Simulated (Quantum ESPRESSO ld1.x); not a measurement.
Values are calculated unless marked as measured or tabulated.
Mo36+, 6 electrons, occupied as [He] 2s2 2p2 (the NIST ground configuration). Level of theory: scalar-relativistic Kohn-Sham, LDA (Slater exchange, Perdew-Zunger correlation), spin-polarised, spherical densities, point nucleus; open shells are filled with parallel spins first (ld1.x of Quantum ESPRESSO 7.5).

Normalised radial functions P(r) = r R(r), r in bohr:

```
   r/bohr * 1s down, o 2p down (the largest magnitude, 4.79, reaches the edge; | marks zero, & curves that meet)
  0.00234 o              *
 0.002576 o               *
 0.002835 o                *
 0.003121 o                  *
 0.003408 o                   *
 0.003751 o                     *
 0.004129 o                       *
 0.004545 |o                       *
 0.005003 |o                         *
 0.005507 |o                           *
 0.006062 |o                             *
 0.006673 |o                               *
 0.007345 |o                                  *
 0.008086 | o                                   *
   0.0089 | o                                     *
 0.009797 | o                                       *
  0.01078 | o                                          *
  0.01187 |  o                                           *
  0.01307 |  o                                             *
  0.01438 |   o                                             *
  0.01583 |    o                                              *
  0.01743 |     o                                              *
  0.01918 |     o                                               *
  0.02112 |      o                                               *
  0.02324 |        o                                             *
  0.02538 |         o                                            *
  0.02794 |          o                                          *
  0.03076 |            o                                       *
  0.03385 |             o                                    *
  0.03727 |               o                               *
  0.04102 |                 o                          *
  0.04515 |                   o                     *
   0.0497 |                     o               *
  0.05471 |                       o         *
  0.06022 |                         o  *
  0.06629 |                        *  o
  0.07297 |                    *       o
  0.08033 |                *             o
  0.08842 |            *                 o
  0.09733 |         *                     o
   0.1071 |      *                        o
   0.1179 |    *                         o
   0.1298 |   *                        o
   0.1429 | *                         o
   0.1573 |*                       o
   0.1731 |*                    o
   0.1891 *                  o
   0.2081 *               o
   0.2291 *            o
   0.2522 *         o
   0.2776 *      o
   0.3055 *    o
   0.3363 *   o
   0.3702 * o
   0.4075 *o
   0.4486 *o
   0.4938 &
```

1s down: eigenvalue -22557 eV, 0 radial nodes, <r> = 0.0351 bohr, 90 % of the charge inside 0.0628 bohr. 2p down (empty): eigenvalue -4901.2 eV, 0 radial nodes, <r> = 0.126 bohr, 90 % of the charge inside 0.203 bohr.
